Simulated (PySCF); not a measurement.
# VCl4: from structure and modes to constants

These are results of UB3LYP in PySCF with V def2-SVP, Cl def2-SVP; no relativity; density-fitted integrals, not measurements.

The doublet minimum has D2d symmetry. Masses (u): V 50.94396, Cl 34.96885.

```xyz
5
charge 0 multiplicity 2, angstrom
V     0.0000    0.0000    0.0000
Cl    1.7197    0.0004    1.2760
Cl   -1.7197    0.0007    1.2760
Cl    0.0002    1.7191   -1.2767
Cl   -0.0002   -1.7202   -1.2752
```

Harmonic wavenumbers (cm⁻¹): 71.0 (b1, ×1), 126.2 (e, ×2), 127.5 (a1, ×1), 150.9 (b2, ×1), 378.0 (a1, ×1), 474.3 (e, ×2), 506.0 (b2, ×1).

Task: Find the vibrational entropy and heat capacity at 298.15 K.

Result: With u = 1.43878 ω/T, each mode gives S = R[u/(eᵘ−1) − ln(1−e⁻ᵘ)] and C = R u² eᵘ/(eᵘ−1)².
```
  ω (cm⁻¹)      u  S (J/(mol K))  C (J/(mol K))
      71.0  0.342          17.27           8.23
126.2 (×2)  0.609          12.56           8.06
     127.5  0.615          12.49           8.06
     150.9  0.728          11.13           7.96
     378.0  1.824           4.38           6.35
474.3 (×2)  2.289           3.04           5.47
     506.0  2.442           2.69           5.17
```
The sums over all modes are S = 79.2 and C = 62.8 J/(mol K); the softest mode gives 22 % of the entropy (each member, where degenerate).

Task: Give the standard entropy (298.15 K, 1 bar) by its translational, rotational, vibrational and spin parts, and Cp.

Result: Sackur–Tetrode with M = 190.82 u gives 174.3; rotation with symmetry number 4 gives 112.5; vibration 79.2; spin R ln 2 = 5.8. The total is 371.8 J/(mol K), and Cp = 4 R + 62.8 = 96.1 J/(mol K).

Only a few start shapes were tried, so a lower isomer may exist. Open d and f shells are described by one determinant, and the ground state may have another occupation or spin.
